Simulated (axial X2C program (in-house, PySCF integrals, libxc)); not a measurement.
FeAs⁻ along the bond: TPSSh, non-relativistic

All values were computed with an in-house relativistic program for diatomic molecules. The Hamiltonian is the X2C one with the speed of light multiplied by 100, which is the non-relativistic limit. Basis: As dyall-av3z [9s9p6d2f], Fe dyall-av3z [10s10p7d3f2g] (cores contracted in-house); Gaussian nuclei, density fitting, unrestricted open shells. Masses: As 74.922 u, Fe 55.935 u.

State: M_S = 3, Λ = 0 (beyond evenly filled blocks: 2 × σα, π+α, π-α, δ+α, δ-α). Dipoles are positive if Fe is the positive end and refer to the centre of mass.

| R (Å) | μ (D) | HOMO (eV) | LUMO (eV) | ⟨S²⟩ |
| --- | --- | --- | --- | --- |
| 1.975 | -2.446 | 0.85 | 1.19 | 12.021 |
| 2.066 | -1.948 | 0.78 | 1.37 | 12.020 |
| 2.134 | -1.646 | 0.73 | 1.48 | 12.020 |
| 2.202 | -1.391 | 0.69 | 1.56 | 12.020 |
| 2.270 | -1.171 | 0.64 | 1.62 | 12.020 |
| 2.349 | -0.956 | 0.59 | 1.67 | 12.021 |
| 2.429 | -0.773 | 0.55 | 1.68 | 12.023 |
| 2.531 | -0.575 | 0.49 | 1.69 | 12.025 |
| 2.656 | -0.383 | 0.43 | 1.70 | 12.029 |
| 2.837 | -0.186 | 0.33 | 1.71 | 12.036 |

(1) The minimum lies at 2.265 Å. What is the dipole moment there?

The state is one determinant with fixed occupations, lowest in a PBE0 search at one distance only: followed along the bond, the non-rel. determinant M_S = 2, Λ = 0 reaches 0.03 eV lower at PBE0, at Re = 2.143 Å, so the state shown is not the lowest. The highest occupied level of some functionals is positive through self-interaction error; at Hartree–Fock it is bound. The LUMO of an anion is an unbound level whose energy the basis sets.

## Answers

(1) At TPSSh, non-rel., with the sign and origin stated: μ = -1.19 D.
